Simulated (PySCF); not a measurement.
Species: TMS-CHClF, C₄H₁₀ClFSi.
SMILES: `C[Si](C)(C)[C@H](F)Cl`

Torsions of this conformer, `[CH3:1][Si:2]([CH3:3])([CH3:4])[C@H:5]([F:6])[Cl:7]`: C1–Si2–C5–F6 60°.

The closed-shell ground state was solved at several levels (PySCF, density fitting, gas phase, non-relativistic). Geometry: PBE0-D3(BJ)/def2-SVP; no solvent, vibrations or thermal averaging.

| level | basis functions | HOMO (eV) | LUMO (eV) | gap (eV) | dipole (D) |
| --- | --- | --- | --- | --- | --- |
| CAM-B3LYP/def2-SVPD | 234 | -9.37 | 0.99 | 10.36 | 2.56 |
| PBE0/cc-pVDZ | 156 | -7.69 | 0.90 | 8.59 | 2.45 |
| PBE0/def2-TZVP | 289 | -7.84 | 0.54 | 8.38 | 2.41 |
| wB97X-D/pcSseg-1 | 183 | -9.85 | 2.41 | 12.26 | 2.63 |
| B97-D/pcSseg-1 | 183 | -6.52 | -0.31 | 6.21 | 2.46 |
| OPBE/pcSseg-1 | 183 | -6.46 | -0.26 | 6.20 | 2.44 |

Problem. Estimate the row for PBE0/6-31G*, a basis of 126 functions; the other rows only guide the guess.

Solution. HOMO -7.68 eV, LUMO 0.88 eV, gap 8.56 eV, dipole 2.57 D.

Problem. How much does the basis alone move the frontier levels among the 3 PBE0 rows (the withheld one included)?

Solution. The HOMO by 0.16 eV and the LUMO by 0.36 eV. By rising basis size (HOMO, LUMO in eV): 6-31G* -7.68, 0.88; cc-pVDZ -7.69, 0.90; def2-TZVP -7.84, 0.54.

Problem. How far do the dipole and the HOMO energy spread over the levels?

Solution. The dipole runs from 2.41 to 2.63 D (mean 2.50 D) and the HOMO from -9.85 to -6.46 eV.
